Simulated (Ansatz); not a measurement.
CH$_{6}$N, charge +1, singlet, geometry from GFN2-xTB; Ansatz (a quantum-chemistry and plane-wave program) with MP2/3-21G.

The Ansatz input:
Ansatz 0.2 input:
```yaml
crystal:
  periodic: [false, false, false]
  atoms:
    - {symbol: C, position_ang: [0.01083306, 0.77896196, 0.01718417]}
    - {symbol: N, position_ang: [-0.00980468, -0.70501536, -0.01555288]}
    - {symbol: H, position_ang: [-1.00520895, 1.16711175, 0.00210253]}
    - {symbol: H, position_ang: [-0.51586148, -1.07647662, 0.79977181]}
    - {symbol: H, position_ang: [-0.47723789, -1.04020507, -0.86877347]}
    - {symbol: H, position_ang: [0.50617443, 1.12581341, 0.92137446]}
    - {symbol: H, position_ang: [0.54711375, 1.16425966, -0.84721029]}
    - {symbol: H, position_ang: [0.94865455, -1.07916738, -0.00149988]}
basis:
  gaussian:
    orbitals: 3-21G.json
    fitting: {mean_field: cc-pVTZ-JKFIT, correlation: cc-pVTZ-RIFIT}
total_charge: 1
magnetization: {spin_polarized: false}
correlation: {method: mp2}
```
The basis file holds 3-21G in the JSON format of the Basis Set Exchange.

### Question
What does Ansatz print? Leave out banner, timings and long lists.

### Answer

```
Functional definition: HF
338 factors; integrals over basis functions are off by at most 1.5e-3 eV
342 factors; integrals over basis functions are off by at most 2.3e-3 eV
mean field evaluation 1: about -2584.7303 eV, gradient 3.1e1 eV
mean field evaluation 2: about -2586.3522 eV, gradient 1.2e1 eV
mean field evaluation 4: about -2586.6275 eV, gradient 4.6e-1 eV
mean field evaluation 8: about -2586.6281 eV, gradient 2.8e-6 eV
mean field -2586.62811170 eV, -95.0568298256 hartree, gradient 2.8e-6 eV, S^2 0.000000; 0 other end points of the search recorded, 0 dependent functions left out
2 core orbitals not correlated
reference -2586.62811170 eV, -95.0568298256 hartree; 7, 7 occupied and 21, 21 virtual orbitals, 342 factors
second order -5.55014091 eV of doubles, -0.00000000 eV of singles
Total energy: -2592.17825262 eV, -95.2607937422 hartree
```
